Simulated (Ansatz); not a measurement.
Steps of a relaxation of ClFMoO₂, SMILES `[O]=[Mo](=[O])([F])[Cl]` with RKS PBE0-D4/def2-TZVP.

```sh
$ ansatz run in.yaml --threads 2 --pin off --events-out ev --progress --plain --max-ram 32768MiB --backend cpu
```

```yaml
crystal:
  periodic: [false, false, false]
  atoms:
    - {symbol: O, position_ang: [-0.559036, -0.164775, 1.609711]}
    - {symbol: Mo, position_ang: [0.003373, -0.101805, 0.020993]}
    - {symbol: O, position_ang: [1.513008, -0.853595, 0.022087]}
    - {symbol: F, position_ang: [-1.154821, -1.020544, -1.094710]}
    - {symbol: Cl, position_ang: [0.247377, 2.067019, -0.599480]}
basis:
  gaussian: {orbitals: def2-TZVP}
hamiltonian: {xc: pbe0, dispersion: d4}
relax: {f_tol: 0.005, max_steps: 150}
```

Positions (Å) and forces (eV/Å) along the path, 4 of 4 steps:

```xyz
5
step=1 energy=-21186.8969 eV
O    -0.559   -0.165    1.610    0.466    0.086   -1.407
Mo    0.003   -0.102    0.021    0.557   -0.542    0.959
O     1.513   -0.854    0.022   -1.316    0.683   -0.037
F    -1.155   -1.021   -1.095    0.358    0.311    0.338
Cl    0.247    2.067   -0.599   -0.065   -0.538    0.146
5
step=2 energy=-21186.9443 eV
O    -0.553   -0.157    1.592    0.029   -0.020   -0.030
Mo    0.006   -0.104    0.025    0.002   -0.165    0.069
O     1.499   -0.838    0.020   -0.041    0.002    0.025
F    -1.145   -1.003   -1.088   -0.007   -0.008   -0.004
Cl    0.242    2.028   -0.590    0.016    0.191   -0.060
5
step=3 energy=-21186.9456 eV
O    -0.551   -0.162    1.592    0.014    0.001   -0.021
Mo    0.007   -0.103    0.026   -0.004   -0.043    0.016
O     1.497   -0.842    0.023   -0.020    0.013    0.006
F    -1.144   -1.003   -1.087    0.003    0.002    0.004
Cl    0.241    2.037   -0.595    0.006    0.027   -0.005
5
step=4 energy=-21186.9456 eV
O    -0.550   -0.162    1.591    0.000    0.001   -0.001
Mo    0.006   -0.104    0.025    0.003    0.000    0.003
O     1.496   -0.842    0.024   -0.001    0.001   -0.001
F    -1.144   -1.004   -1.087   -0.002   -0.002   -0.002
Cl    0.242    2.038   -0.595    0.001    0.001    0.000
```

It took 19 s on 2 threads of an AMD EPYC 7R13 on a shared host, with 0.42 GiB of host memory at the peak.
